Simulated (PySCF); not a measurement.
A calculated (r2SCAN, PySCF 2.14, aug-cc-pVDZ, the non-relativistic Hamiltonian (point nucleus)) atom or ion has these occupied shells.

```json
{"shell": "1s α", "electrons": "1", "orbital energy (eV)": "-860.80", "rms radius, mean of both spins (bohr)": "0.183"}
{"shell": "1s β", "electrons": "1", "orbital energy (eV)": "-859.49", "rms radius, mean of both spins (bohr)": "0.183"}
{"shell": "2s α", "electrons": "1", "orbital energy (eV)": "-59.124", "rms radius, mean of both spins (bohr)": "0.954"}
{"shell": "2s β", "electrons": "1", "orbital energy (eV)": "-55.710", "rms radius, mean of both spins (bohr)": "0.954"}
{"shell": "2p α", "electrons": "3", "orbital energy (eV)": "-34.304", "rms radius, mean of both spins (bohr)": "1.01"}
{"shell": "2p β", "electrons": "2", "orbital energy (eV)": "-32.110", "rms radius, mean of both spins (bohr)": "1.01"}
```

Task: Name the element and its charge.

Result: Ne⁺ (neon, charge +1), in [He] 2s2 2p5, 2P determinant.
